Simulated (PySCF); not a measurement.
C3H9ClGe, charge +1, doublet, geometry from GFN2-xTB (a state made from the parent by changing its charge; the spin is typed, not shown lowest); PySCF with CASSCF(3,3)+NEVPT2/STO-3G.

PySCF was given this input:
```python
from pyscf import gto, scf, mcscf, mrpt
import numpy

mol = gto.Mole()
mol.atom = '''
    C    -0.783589    1.635745   -1.149345
    Ge   -0.068574    0.027625   -0.232816
    C     1.640437   -0.810992   -1.033839
    C    -1.246647   -1.667968   -0.285158
    Cl    0.345515    0.406011    1.797124
    H    -0.992278    1.424892   -2.195451
    H    -1.701564    1.959643   -0.660414
    H    -0.059435    2.447078   -1.086252
    H     1.963025   -1.632601   -0.402405
    H     1.410017   -1.146274   -2.039795
    H     2.369633   -0.005438   -1.038243
    H    -1.357491   -1.967757   -1.322122
    H    -2.195638   -1.360553    0.145627
    H    -0.776858   -2.445884    0.308104
'''
mol.basis = 'sto-3g'
mol.charge = 1
mol.spin = 1
mol.verbose = 4
mol.build()

mf = scf.ROHF(mol)
mf.kernel()
mc = mcscf.CASSCF(mf, 3, 3)
mc.fix_spin_(ss=0.75)
mc.kernel()
occ = numpy.linalg.eigvalsh(mc.fcisolver.make_rdm1(mc.ci, mc.ncas, mc.nelecas))[::-1]
ss = mc.fcisolver.spin_square(mc.ci, mc.ncas, mc.nelecas)[0]
print('natural occupations', occ.round(4), ' <S^2>', round(ss, 4))
e2 = mrpt.NEVPT(mc).kernel()
print('E(NEVPT2) = %.10f' % (mc.e_tot + e2))
```

Q: Predict the main parts of the log of this PySCF run.

A: 
```
PySCF version 2.14.0

[INPUT] verbose = 4
[INPUT] num. atoms = 14
[INPUT] num. electrons = 75
[INPUT] charge = 1
[INPUT] spin (= nelec alpha-beta = 2S) = 1
[INPUT] symmetry False subgroup None
[INPUT] Mole.unit = angstrom
[INPUT] Symbol           X                Y                Z      unit          X                Y                Z       unit  Magmom
[...]
nuclear repulsion = 480.201911183546
number of shells = 31
number of NR pGTOs = 153
number of NR cGTOs = 51
basis = sto-3g
ecp = {}

******** <class 'pyscf.scf.rohf.ROHF'> ********
method = ROHF
initial guess = minao
damping factor = 0
level_shift factor = 0
DIIS = <class 'pyscf.scf.diis.CDIIS'>
diis_start_cycle = 1
diis_space = 8
diis_damp = 0
SCF conv_tol = 1e-09
SCF conv_tol_grad = None
SCF max_cycles = 50
direct_scf = True
direct_scf_tol = 1e-13
num. doubly occ = 37  num. singly occ = 1
Set gradient conv threshold to 3.16228e-05
init E= -2620.96685289883
[...]
cycle= 1 E= -2623.52406052546  delta_E= -2.56  |g|= 0.379  |ddm|= 2.88
[...]
cycle= 2 E= -2623.58770478259  delta_E= -0.0636  |g|= 0.124  |ddm|=  0.7
[...]
cycle= 3 E= -2623.59485804456  delta_E= -0.00715  |g|= 0.0394  |ddm|= 0.219
[...]
cycle= 4 E= -2623.59572240055  delta_E= -0.000864  |g|= 0.00986  |ddm|= 0.055
[...]
cycle= 5 E= -2623.59596020735  delta_E= -0.000238  |g|= 0.00687  |ddm|= 0.043
[...]
cycle= 6 E= -2623.5960461387  delta_E= -8.59e-05  |g|= 0.00336  |ddm|= 0.0259
[...]
cycle= 7 E= -2623.5960774519  delta_E= -3.13e-05  |g|= 0.000409  |ddm|= 0.0279
[...]
cycle= 8 E= -2623.59607757377  delta_E= -1.22e-07  |g|= 0.000127  |ddm|= 0.00174
[...]
cycle= 9 E= -2623.59607761728  delta_E= -4.35e-08  |g|= 1.6e-05  |ddm|= 0.000977
[...]
cycle= 10 E= -2623.59607761756  delta_E= -2.85e-10  |g|= 3.48e-06  |ddm|= 3.9e-05
[...]
Extra cycle  E= -2623.59607761758  delta_E= -1.73e-11  |g|= 1.47e-06  |ddm|= 6.15e-06
converged SCF energy = -2623.59607761758

******** <class 'pyscf.mcscf.mc1step.CASSCF'> ********
CAS (2e+1e, 3o), ncore = 36, nvir = 12
max_cycle_macro = 50
max_cycle_micro = 4
conv_tol = 1e-07
conv_tol_grad = None
orbital rotation max_stepsize = 0.02
orbital rotation threshold for CI restart = 0.01
augmented hessian ah_max_cycle = 30
augmented hessian ah_conv_tol = 1e-12
augmented hessian ah_linear dependence = 1e-14
augmented hessian ah_level shift = 1e-08
augmented hessian ah_start_tol = 2.5
augmented hessian ah_start_cycle = 3
augmented hessian ah_grad_trust_region = 3
kf_trust_region = 3
kf_interval = 4
ci_response_space = 4
ci_grad_trust_region = 3
with_dep4 0
natorb = False
canonicalization = True
sorting_mo_energy = False
ao2mo_level = 2
internal_rotation = False
******** <class 'pyscf.fci.addons.SpinPenaltyFCISolver'> ********
max. cycles = 50
conv_tol = 1e-08
davidson only = True
linear dependence = 1e-12
level shift = 0.001
max iter space = 12
nroots = 1
pspace_size = 400
spin = None
CASCI E = -2623.59709582495  S^2 = 0.7500000
Set conv_tol_grad to 0.000316228
macro iter   1 ( 21 JK    4 micro), CASSCF E = -2623.60118294280  dE = -4.08711784e-03  S^2 = 0.7500000
               |grad[o]|=0.00368  |grad[c]|=0.0188  |ddm|=0.0468  |maxRot[o]|=0.261
macro iter   2 ( 21 JK    4 micro), CASSCF E = -2623.60859141575  dE = -7.40847296e-03  S^2 = 0.7500000
               |grad[o]|=0.0103  |grad[c]|=0.0108  |ddm|=0.0141  |maxRot[o]|=0.296
macro iter   3 ( 21 JK    4 micro), CASSCF E = -2623.61392695523  dE = -5.33553948e-03  S^2 = 0.7500000
               |grad[o]|=0.0129  |grad[c]|=0.00629  |ddm|=0.00637  |maxRot[o]|=0.243
macro iter   4 ( 21 JK    4 micro), CASSCF E = -2623.61473673091  dE = -8.09775673e-04  S^2 = 0.7500000
               |grad[o]|=0.0087  |grad[c]|=0.00591  |ddm|=0.00369  |maxRot[o]|=0.122
macro iter   5 ( 20 JK    4 micro), CASSCF E = -2623.61514953573  dE = -4.12804823e-04  S^2 = 0.7500000
               |grad[o]|=0.00638  |grad[c]|=0.00528  |ddm|=0.00295  |maxRot[o]|=0.0363
macro iter   6 ( 19 JK    4 micro), CASSCF E = -2623.61558667195  dE = -4.37136217e-04  S^2 = 0.7500000
[...]
macro iter  12 (  3 JK    1 micro), CASSCF E = -2623.61618855812  dE = -1.18643006e-05  S^2 = 0.7500000
               |grad[o]|=0.000665  |grad[c]|=0.000168  |ddm|=7.08e-05  |maxRot[o]|=0.0174
macro iter  13 (  1 JK    1 micro), CASSCF E = -2623.61618855821  dE = -9.09494702e-11  S^2 = 0.7500000
               |grad[o]|=2.53e-05  |grad[c]|=9.97e-06  |ddm|=3.78e-06  |maxRot[o]|=    0
1-step CASSCF converged in  13 macro (203 JK  45 micro) steps
CASSCF canonicalization
Density matrix diagonal elements [1.964927 1.       0.035073]
CASSCF energy = -2623.61618855821
CASCI E = -2623.61618855821  E(CI) = -2.97436040411867  S^2 = 0.7500000
natural occupations [1.9649 1.     0.0351]  <S^2> 0.75

******** <class 'pyscf.mrpt.nevpt2.NEVPT'> ********
NEVPT2 (2e+1e, 3o), ncore = 36, nvir = 12
root = 0
Natural occ [1.96494896 1.         0.03505104]
Natural orbital (expansion on meta-Lowdin AOs) in CAS space
               #1        #2        #3
0 C 1s           0.00062  -0.00000   0.00077
0 C 2s          -0.05902   0.00000  -0.04813
0 C 2px         -0.05380   0.04975  -0.03814
0 C 2py          0.13411   0.01477   0.09468
0 C 2pz         -0.05394  -0.01290  -0.03872
1 Ge 1s         -0.00051   0.00000  -0.00042
1 Ge 2s          0.00169   0.00000   0.00417
1 Ge 3s          0.00171  -0.00000  -0.00330
1 Ge 4s          0.41628  -0.00000   0.45909
1 Ge 2px         0.00015  -0.00051   0.00021
1 Ge 2py        -0.00065  -0.00015  -0.00099
1 Ge 2pz        -0.00018   0.00013  -0.00033
1 Ge 3px        -0.00219   0.00910  -0.00309
1 Ge 3py         0.00986   0.00270   0.01484
1 Ge 3pz         0.00285  -0.00236   0.00507
1 Ge 4px         0.10335  -0.41345   0.08856
1 Ge 4py        -0.48499  -0.12272  -0.44795
1 Ge 4pz        -0.15660   0.10722  -0.17122
1 Ge 3dxy       -0.00605  -0.06619   0.00283
1 Ge 3dyz       -0.00084   0.00921   0.00739
1 Ge 3dz^2      -0.00597   0.01354  -0.02622
1 Ge 3dxz        0.00036  -0.03351  -0.01498
1 Ge 3dx2-y2    -0.00888   0.03376  -0.00083
2 C 1s           0.00161   0.00063   0.00365
2 C 2s           0.09271  -0.12780  -0.20051
2 C 2px         -0.41321   0.49744   0.39564
2 C 2py          0.14651  -0.15755  -0.17012
2 C 2pz          0.18632  -0.21966  -0.18236
3 C 1s           0.00161  -0.00063   0.00365
3 C 2s           0.09271   0.12780  -0.20052
3 C 2px          0.31044   0.38132  -0.28370
3 C 2py          0.36132   0.41838  -0.37177
3 C 2pz         -0.00134  -0.00822  -0.00620
4 Cl 1s         -0.00007  -0.00000  -0.00008
4 Cl 2s          0.00115  -0.00000   0.00139
4 Cl 3s         -0.02427  -0.00000  -0.02049
4 Cl 2px         0.00000  -0.00249   0.00008
4 Cl 2py        -0.00202  -0.00074  -0.00205
4 Cl 2pz        -0.00231   0.00065  -0.00206
4 Cl 3px         0.00313   0.24209  -0.00202
4 Cl 3py         0.09904   0.07186   0.07812
4 Cl 3pz         0.12544  -0.06278   0.08162
5 H 1s          -0.00731  -0.00000  -0.02008
6 H 1s           0.03176  -0.04786   0.03244
7 H 1s           0.03176   0.04786   0.03244
8 H 1s          -0.06228   0.04885  -0.00555
9 H 1s          -0.06649   0.05784  -0.01035
10 H 1s         -0.08024   0.13260   0.03190
11 H 1s         -0.06649  -0.05784  -0.01034
12 H 1s         -0.08024  -0.13260   0.03190
13 H 1s         -0.06228  -0.04885  -0.00555
<CAS-nat-orb|mo-hf>  37     27       0.44081764
<CAS-nat-orb|mo-hf>  37     34      -0.45982234
<CAS-nat-orb|mo-hf>  37     35       0.41135279
<CAS-nat-orb|mo-hf>  37     37       0.52449482
<CAS-nat-orb|mo-hf>  38     38       0.99653041
<CAS-nat-orb|mo-hf>  39     41      -0.75794363
<CAS-nat-orb|mo-hf>  39     42      -0.53316907
Sr    (-1)',   E = -0.00371138757458
Si    (+1)',   E = -0.00136779710953
Sijrs (0)  ,   E = -0.14152626167681
Sijr  (+1) ,   E = -0.01288487696737
Srsi  (-1) ,   E = -0.01303375566527
Srs   (-2) ,   E = -0.00121317277376
Sij   (+2) ,   E = -0.00121141915761
Sir   (0)' ,   E = -0.01946654237006
Nevpt2 Energy = -0.194415213294995
E(NEVPT2) = -2623.8106037715
```
